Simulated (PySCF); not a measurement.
# Spin-rotation constants: `CC[C@@H](C)C[C@H]1CO1`, C7H14O

Cartesian coordinates in Å; atom numbers follow the order of the lines, from 1:
```xyz
22

C    -2.3802   -0.3114    1.1410
C    -1.0508    0.3066    0.7243
C    -0.4784   -0.2954   -0.5636
C    -1.3022    0.1041   -1.7860
C     0.9766    0.1540   -0.7616
C     1.9110   -0.3863    0.2954
C     3.1882    0.2686    0.5890
O     2.1053    0.3497    1.4690
H    -2.7030    0.1042    2.0927
H    -3.1573   -0.1144    0.4066
H    -2.2809   -1.3887    1.2562
H    -1.1777    1.3828    0.5872
H    -0.3293    0.1624    1.5292
H    -0.4915   -1.3882   -0.4751
H    -2.3282   -0.2391   -1.6903
H    -0.8841   -0.3332   -2.6905
H    -1.3097    1.1862   -1.8996
H     1.3340   -0.1943   -1.7349
H     1.0199    1.2448   -0.7492
H     1.8518   -1.4631    0.4498
H     3.4438    1.1884    0.0749
H     4.0322   -0.3184    0.9333
```

The calculation used GIAO HF/pcSseg-1 magnetisability, rotational g tensor and spin-rotation constants, non-relativistic, gas phase (PySCF). Geometry: GFN2-xTB.

(1) Give the nuclear spin-rotation constants along the inertial axes (H = +C I·J) beside the isotropic shieldings.

(2) How do the rotational constants and the g tensor change when H9, H10, H11, H12, H13, H14, H15, H16, H17, H18, H19, H20, H21, H22 are replaced by deuterium?

Results:

(1) Rotational constants 3.4739, 1.1599, 0.9331 GHz. A star marks the isotopologue with that one atom substituted, in its own axes.
```csv
atom,isotope,Caa (kHz),Cbb (kHz),Ccc (kHz),mean (kHz),σ (ppm)
H9,1H,-0.383,0.002,-0.083,-0.155,30.9
H10,1H,-0.067,-0.085,-0.099,-0.084,31.0
H11,1H,-0.392,-0.129,0.016,-0.168,31.4
H12,1H,-0.417,-0.127,0.021,-0.174,31.5
H13,1H,-0.101,-0.058,-0.093,-0.084,30.0
H14,1H,-0.385,-0.135,0.022,-0.166,31.2
H15,1H,0.028,-0.118,-0.095,-0.062,30.7
H16,1H,-0.361,-0.008,-0.088,-0.152,31.2
H17,1H,-0.401,-0.133,0.016,-0.173,31.6
H18,1H,-0.382,0.014,-0.092,-0.153,30.5
H19,1H,-0.389,-0.148,0.024,-0.171,31.6
H20,1H,-0.330,-0.130,0.018,-0.147,29.9
H21,1H,-0.327,-0.094,-0.016,-0.146,30.1
H22,1H,-0.028,-0.125,-0.065,-0.073,29.7
C1,13C*,0.443,0.152,0.111,0.235,178.5
C2,13C*,0.570,0.162,0.128,0.287,165.3
C3,13C*,0.572,0.191,0.133,0.299,158.5
C4,13C*,0.473,0.155,0.127,0.252,172.2
C5,13C*,0.550,0.203,0.157,0.303,151.8
C6,13C*,0.779,0.172,0.124,0.358,150.1
C7,13C*,0.761,0.154,0.114,0.343,156.4
O8,17O*,0.004,-0.153,0.019,-0.043,351.5
```
For the geometry as given, no vibrational averaging.

(2) Constants 2.6992, 0.9757, 0.7890 GHz; g -0.0029, 0.0023, 0.0004, against -0.0034, 0.0026, 0.0005 before.
